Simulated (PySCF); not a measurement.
Species: C2H7Ge2N.
Numbering: `[CH:1]#[C:2][GeH2:3][NH:4][GeH3:5]` (hydrogens: H6 on C1; H7, H8 on Ge3; H9 on N4; H10, H11, H12 on Ge5)

Computed with PBE0-D3(BJ)/def2-SVP geometry optimisation, gas phase in PySCF 2.14.0.

**Question.** What internal coordinates does the optimisation give?

**Answer.** 
| bond | length (Å) | order |
| --- | --- | --- |
| C1≡C2 | 1.217 | triple |
| C2–Ge3 | 1.914 | single |
| Ge3–N4 | 1.828 | single |
| N4–Ge5 | 1.840 | single |
| C1–H6 | 1.076 | single |
| Ge3–H7, Ge3–H8 | 1.535 | single |
| N4–H9 | 1.017 | single |
| Ge5–H10, Ge5–H11, Ge5–H12 | 1.541 | single |

Bonds in one row agree within 0.01 Å and their mean is given. Orders are formal, as drawn. A selection of angles:
| angle | degrees |
| --- | --- |
| C2–C1–H6 | 179.8 |
| C1–C2–Ge3 | 178.5 |
| C2–Ge3–N4 | 112.0 |
| C2–Ge3–H7 | 108.0 |
| N4–Ge3–H7 | 107.6 |
| N4–Ge3–H8 | 108.7 |
| H7–Ge3–H8 | 112.7 |
| Ge3–N4–Ge5 | 125.1 |
| Ge3–N4–H9 | 114.2 |
| Ge5–N4–H9 | 114.5 |
| N4–Ge5–H10 | 113.1 |
| N4–Ge5–H11 | 106.3 |
| N4–Ge5–H12 | 108.0 |
| H10–Ge5–H11 | 109.4 |
| H11–Ge5–H12 | 111.0 |

Torsions: C2–Ge3–N4–Ge5 74° (synclinal). The mirror-image conformer, all signs reversed, is as good.

Ge3 (germanium bonded to C, N and 2 H) is tetrahedral (angles from 107.6° to 112.7°). N4 (nitrogen bonded to 2 Ge and H) has angles 125.1°, 114.5° and 114.2°, sum 353.9°, 0.21 Å off the plane of its three neighbours. Ge5 (germanium bonded to N and 3 H) is distorted tetrahedral (angles from 106.3° to 113.1°).

Point group: C1 (no symmetry element, even within 0.4 Å). PBE0-D3(BJ)/def2-SVP frequencies: not computed here. The numbers are those of one conformer.
